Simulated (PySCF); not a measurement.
Frontier levels across methods

Compound: C3H5ClOSi.
Z-matrix (Å and degrees, PBE0-D3(BJ)/def2-SVP geometry), rows numbered from 1:
```
C 
C   1  1.3414
C   2  1.4737  1  120.29
O   3  1.2085  2  122.36  1   179.24
Si  2  1.8824  1  125.42  3   179.80
Cl  5  2.0781  2  106.56  1     1.37
H   1  1.0973  2  120.93  3     0.14
H   1  1.0945  2  121.72  3  -179.89
H   3  1.1204  2  116.41  1    -0.97
H   5  1.4855  2  111.51  1  -116.25
H   5  1.4855  2  111.19  1   118.88
```

Basis pcSseg-2 throughout (PySCF), one geometry. One conformer (not necessarily the lowest) at the PBE0-D3(BJ)/def2-SVP geometry, without solvent, vibrations or thermal averaging.

Problem. How do the orbital energies, the gap and the dipole change with the method?

Solution. 
| method | kind | HOMO (eV) | LUMO (eV) | gap (eV) | μ (D) | SCF cycles |
| --- | --- | --- | --- | --- | --- | --- |
| BLYP | GGA | -6.29 | -3.20 | 3.09 | 2.46 | 17 |
| OPBE | GGA | -6.30 | -3.27 | 3.03 | 2.43 | 18 |
| PBE | GGA | -6.38 | -3.36 | 3.02 | 2.44 | 17 |
| B97-D | GGA | -6.40 | -3.25 | 3.15 | 2.48 | 17 |
| BP86 | GGA | -6.49 | -3.44 | 3.05 | 2.46 | 17 |
| LDA | LDA | -6.53 | -3.61 | 2.92 | 2.45 | 17 |
| KT3 | GGA | -6.54 | -3.27 | 3.27 | 2.45 | 18 |
| KT2 | GGA | -6.55 | -3.28 | 3.27 | 2.45 | 18 |
| B97-2 | global hybrid | -7.67 | -2.40 | 5.27 | 2.61 | 16 |
| B3LYP | global hybrid | -7.72 | -2.56 | 5.16 | 2.60 | 15 |
| PBE0 | global hybrid | -7.95 | -2.35 | 5.60 | 2.62 | 15 |
| mPW1PW91 | global hybrid | -7.99 | -2.36 | 5.63 | 2.63 | 14 |
| CAM-B3LYP | range-separated hybrid | -9.41 | -1.18 | 8.23 | 2.68 | 14 |
| BHandHLYP | global hybrid | -9.47 | -1.20 | 8.27 | 2.80 | 14 |
| wB97X-D | range-separated hybrid | -9.86 | -0.53 | 9.32 | 2.67 | 15 |
| LC-wPBE | range-separated hybrid | -10.72 | -0.05 | 10.67 | 2.70 | 14 |
| HF | Hartree–Fock | -11.16 | 1.57 | 12.73 | 3.12 | 11 |

The HOMO spans 4.87 eV, from BLYP down to HF, and the gap runs from 2.92 eV (LDA) to 12.73 eV (HF). Over the methods BLYP (0 %), OPBE (0 %), PBE (0 %), B97-D (0 %), BP86 (0 %), LDA (0 %), KT3 (0 %), KT2 (0 %), B97-2 (21 %), B3LYP (20 %), PBE0 (25 %), mPW1PW91 (25 %), BHandHLYP (50 %), HF (100 %), a straight line through the gap against the share of exact exchange rises by 0.98 eV for each 10 % (correlation coefficient 0.999). The dipole ranges from 2.43 D (OPBE) to 3.12 D (HF). This basis has no diffuse functions.
